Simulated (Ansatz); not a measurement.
`[NH2][Ge]([NH2])([NH2])[F]` and `[NH2][Ge]([NH2])([NH2])[NH2]` differ in one atom or group.

Ansatz, PBE0-D4/def2-TZVP geometries, multiplicity 1. Each molecule was computed in one conformer, which needn't be the lowest.

Scalar relativity is left out up to krypton.

```csv
property,`[NH2][Ge]([NH2])([NH2])[F]`
HOMO energy (PBE0/def2-TZVPP) / eV,-7.28
HOMO energy (B3LYP/def2-TZVPP) / eV,-7.03
HOMO energy (PBE/def2-TZVPP) / eV,-5.79
HOMO–LUMO gap (PBE0/def2-TZVPP) / eV,7.55
LUMO energy (PBE0/def2-TZVPP) / eV,0.27
HOMO–LUMO gap (ωB97M-V/def2-TZVPP) / eV,11.39
```

Task: Give the same properties after the change, and the shifts. (An estimate is asked.)

Result: Ansatz gave: 
```tsv
property	`[NH2][Ge]([NH2])([NH2])[NH2]`	shift
HOMO energy (PBE0/def2-TZVPP) / eV	-6.90	0.38
HOMO energy (B3LYP/def2-TZVPP) / eV	-6.65	0.38
HOMO energy (PBE/def2-TZVPP) / eV	-5.43	0.36
HOMO–LUMO gap (PBE0/def2-TZVPP) / eV	7.37	-0.18
LUMO energy (PBE0/def2-TZVPP) / eV	0.47	0.20
HOMO–LUMO gap (ωB97M-V/def2-TZVPP) / eV	11.16	-0.23
```

With PBE0 the HOMO rises by 0.38 eV and the LUMO rises by 0.20 eV, so the gap narrows by about 0.18 eV. PBE moves the HOMO by 0.36 eV and ωB97M-V by 0.38 eV. The zero-point energy changes by 61.6 kJ/mol with +6 modes.

B3LYP here is the variant with VWN-RPA as its local correlation; programs differ in this.
